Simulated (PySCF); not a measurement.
Input file for PySCF: R-M06-2X/def2-TZVPP on Cl2OTi (SMILES [O]=[Ti]([Cl])[Cl]).

```python
from pyscf import gto, dft

mol = gto.M(
    atom='''
    Ti    0.09160632   -0.00041799   -0.00240430
    O     1.68680295   -0.00781202   -0.02319238
    Cl   -0.88010210    2.00762225    0.00595983
    Cl   -0.89840718   -1.99939225    0.01963686
    ''',
    basis='def2-tzvpp',
    charge=0, spin=0, verbose=4, max_memory=1800)
mf = dft.RKS(mol, xc='m062x').density_fit(auxbasis='def2-universal-jkfit')
mf.grids.level = 4
mf.conv_tol = 1e-9
mf.max_cycle = 150
mf.kernel()
mf.dip_moment()
```

Output:

```
PySCF version 2.14.0

[INPUT] verbose = 4
[INPUT] num. atoms = 4
[INPUT] num. electrons = 64
[INPUT] charge = 0
[INPUT] spin (= nelec alpha-beta = 2S) = 0
[INPUT] symmetry False subgroup None
[INPUT] Mole.unit = angstrom
[INPUT] Symbol           X                Y                Z      unit          X                Y                Z       unit  Magmom
[INPUT]  1 Ti     0.091606320000  -0.000417990000  -0.002404300000 AA    0.173110856079  -0.000789886623  -0.004543468521 Bohr   0.0
[INPUT]  2 O      1.686802950000  -0.007812020000  -0.023192380000 AA    3.187595601608  -0.014762578280  -0.043827246377 Bohr   0.0
[INPUT]  3 Cl    -0.880102100000   2.007622250000   0.005959830000 AA   -1.663151930655   3.793856214083   0.011262446449 Bohr   0.0
[INPUT]  4 Cl    -0.898407180000  -1.999392250000   0.019636860000 AA   -1.697743518543  -3.778303768078   0.037108287346 Bohr   0.0

nuclear repulsion = 318.082337372217
number of shells = 57
number of NR pGTOs = 283
number of NR cGTOs = 179
basis = def2-tzvpp
ecp = {}


******** <class 'pyscf.df.df_jk.DFRKS'> ********
method = DFRKS
initial guess = minao
damping factor = 0
level_shift factor = 0
DIIS = <class 'pyscf.scf.diis.CDIIS'>
diis_start_cycle = 1
diis_space = 8
diis_damp = 0
SCF conv_tol = 1e-09
SCF conv_tol_grad = None
SCF max_cycles = 150
direct_scf = False
XC library pyscf.dft.libxc version 7.1.2
    S. Lehtola, C. Steigemann, M. J. T. Oliveira, and M. A. L. Marques,  SoftwareX 7, 1–5 (2018)
XC functionals = m062x
    Y. Zhao and D. G. Truhlar,  Theor. Chem. Acc. 120, 215 (2008)
    Y. Zhao and D. G. Truhlar,  Theor. Chem. Acc. 120, 215 (2008)
radial grids:
    Treutler-Ahlrichs [JCP 102, 346 (1995); DOI:10.1063/1.469408] (M4) radial grids

becke partition: Becke, JCP 88, 2547 (1988); DOI:10.1063/1.454033
pruning grids: <function nwchem_prune>
grids dens level: 4
symmetrized grids: False
atomic radii adjust function: <function treutler_atomic_radii_adjust>
small_rho_cutoff = 0
Set gradient conv threshold to 3.16228e-05
Initial guess from minao.
tot grids = 116368
******** <class 'pyscf.df.df.DF'> ********
auxbasis = def2-universal-jkfit
init E= -1845.05841222168
  HOMO = -0.428780368235932  LUMO = -0.13040780259125  gap/eV = 8.11913
cycle= 1 E= -1844.73454459641  delta_E= 0.324  |g|= 1.45  |ddm|= 2.37
  HOMO = -0.359644385019032  LUMO = -0.358217299329817  gap/eV = 0.03883
cycle= 2 E= -1832.45697953782  delta_E= 12.3  |g|= 8.69  |ddm|= 3.28
  HOMO = -0.31751632541945  LUMO = -0.16443602564137  gap/eV = 4.16553
cycle= 3 E= -1844.74291302777  delta_E= -12.3  |g|=  1.7  |ddm|= 2.46
  HOMO = -0.378832777587405  LUMO = -0.162783630870367  gap/eV = 5.87900
cycle= 4 E= -1845.17990744528  delta_E= -0.437  |g|= 0.447  |ddm|= 0.513
  HOMO = -0.390226490078749  LUMO = -0.115347449424327  gap/eV = 7.47984
cycle= 5 E= -1845.20361040605  delta_E= -0.0237  |g|= 0.295  |ddm|= 0.245
  HOMO = -0.391352846728045  LUMO = -0.114646532943079  gap/eV = 7.52956
cycle= 6 E= -1845.21786149387  delta_E= -0.0143  |g|= 0.0664  |ddm|= 0.0975
  HOMO = -0.393834740299361  LUMO = -0.114875188010796  gap/eV = 7.59088
cycle= 7 E= -1845.21861256422  delta_E= -0.000751  |g|= 0.0105  |ddm|= 0.0252
  HOMO = -0.394092174327966  LUMO = -0.114692404745695  gap/eV = 7.60285
cycle= 8 E= -1845.21863408912  delta_E= -2.15e-05  |g|= 0.00113  |ddm|= 0.00513
  HOMO = -0.394066182713276  LUMO = -0.114568246564779  gap/eV = 7.60553
cycle= 9 E= -1845.21863474667  delta_E= -6.58e-07  |g|= 0.000501  |ddm|= 0.00136
  HOMO = -0.39409232127785  LUMO = -0.114608153528929  gap/eV = 7.60515
cycle= 10 E= -1845.21863494927  delta_E= -2.03e-07  |g|= 0.000251  |ddm|= 0.000879
  HOMO = -0.394091482906226  LUMO = -0.114600198985649  gap/eV = 7.60535
cycle= 11 E= -1845.2186349851  delta_E= -3.58e-08  |g|= 6.24e-05  |ddm|= 0.000389
  HOMO = -0.394093794299982  LUMO = -0.114603914998506  gap/eV = 7.60531
cycle= 12 E= -1845.21863498704  delta_E= -1.93e-09  |g|= 2.23e-05  |ddm|= 7.99e-05
  HOMO = -0.394093486824229  LUMO = -0.11460463373228  gap/eV = 7.60528
cycle= 13 E= -1845.21863498731  delta_E= -2.78e-10  |g|= 4.56e-06  |ddm|= 3.41e-05
  HOMO = -0.394093064825755  LUMO = -0.114604435268414  gap/eV = 7.60527
Extra cycle  E= -1845.21863498734  delta_E= -2.77e-11  |g|= 4.03e-06  |ddm|= 7.79e-06
converged SCF energy = -1845.21863498734
Dipole moment(X, Y, Z, Debye): -0.68609,  0.00322, -0.00085
```

The calculation finished and met its thresholds.

Cost: around 40 core-seconds (rough).
